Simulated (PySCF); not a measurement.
C₄H₈NO, multiplicity 2. Atoms are numbered in the order given.

```xyz
14

C      1.6912    -0.9494    -0.1925
C      0.7880     0.1552     0.1258
O      1.2356     1.1935     0.6181
N     -0.5647    -0.0160    -0.1130
C     -1.4853     0.9981     0.3524
C     -1.1497    -1.2012    -0.6975
H      1.3782    -1.9771    -0.3848
H      2.7561    -0.7256    -0.1134
H     -2.1093     1.3718    -0.4785
H     -2.1580     0.5971     1.1333
H     -0.8996     1.8256     0.7706
H     -0.4527    -1.6889    -1.3910
H     -1.4717    -1.9406     0.0620
H     -2.0398    -0.9144    -1.2803
```
Charge 0, spin multiplicity 2.

The structure is a stationary point at r2SCAN-D4/def2-SVP. The isomer is the one that the SMILES or the coordinates give; other isomers of the formula were not compared.

Computed with TDA-CAM-B3LYP/def2-SVPD in PySCF.

Vertical excitations. 

```json
[
 {"state": "root 1", "energy (eV)": "2.59", "λ (nm)": "479", "f": "0.001", "main pairs": "β HOMO−1→LUMO 96 %"},
 {"state": "root 2", "energy (eV)": "2.84", "λ (nm)": "437", "f": "0.023", "main pairs": "β HOMO→LUMO 93 %"},
 {"state": "root 3", "energy (eV)": "5.87", "λ (nm)": "211", "f": "0.002", "main pairs": "α HOMO−1→LUMO+3 9 %, β HOMO−2→LUMO 49 %, β HOMO−7→LUMO 19 %, β HOMO−3→LUMO 8 %"},
 {"state": "root 4", "energy (eV)": "6.27", "λ (nm)": "198", "f": "0.002", "main pairs": "α HOMO−1→LUMO+3 7 %, α HOMO→LUMO 7 %, β HOMO→LUMO+1 38 %, β HOMO−7→LUMO 15 %, β HOMO−3→LUMO 8 %, β HOMO→LUMO+4 7 %"},
 {"state": "root 5", "energy (eV)": "6.31", "λ (nm)": "197", "f": "0.001", "main pairs": "α HOMO→LUMO 9 %, α HOMO−1→LUMO+3 8 %, α HOMO→LUMO+3 5 %, β HOMO→LUMO+1 27 %, β HOMO−7→LUMO 20 %, β HOMO−3→LUMO 17 %"},
 {"state": "root 6", "energy (eV)": "6.37", "λ (nm)": "195", "f": "0.014", "main pairs": "α HOMO−2→LUMO+3 38 %, α HOMO→LUMO+3 24 %, β HOMO→LUMO+1 8 %"},
 {"state": "root 7", "energy (eV)": "6.41", "λ (nm)": "194", "f": "0.041", "main pairs": "α HOMO→LUMO 67 %, β HOMO→LUMO+1 15 %"},
 {"state": "root 8", "energy (eV)": "6.49", "λ (nm)": "191", "f": "0.006", "main pairs": "α HOMO→LUMO+3 18 %, β HOMO−5→LUMO 16 %, β HOMO→LUMO+4 12 %, β HOMO−3→LUMO 10 %, β HOMO−6→LUMO 7 %"},
 {"state": "root 9", "energy (eV)": "6.58", "λ (nm)": "188", "f": "0.003", "main pairs": "α HOMO−2→LUMO+3 28 %, α HOMO−1→LUMO+3 6 %, β HOMO−5→LUMO 20 %, β HOMO−2→LUMO 8 %, β HOMO−6→LUMO 7 %, β HOMO→LUMO+4 5 %"},
 {"state": "root 10", "energy (eV)": "6.82", "λ (nm)": "182", "f": "0.001", "main pairs": "α HOMO−1→LUMO 50 %, α HOMO→LUMO+1 29 %"}
]
```
Unrestricted roots are not spin-pure.
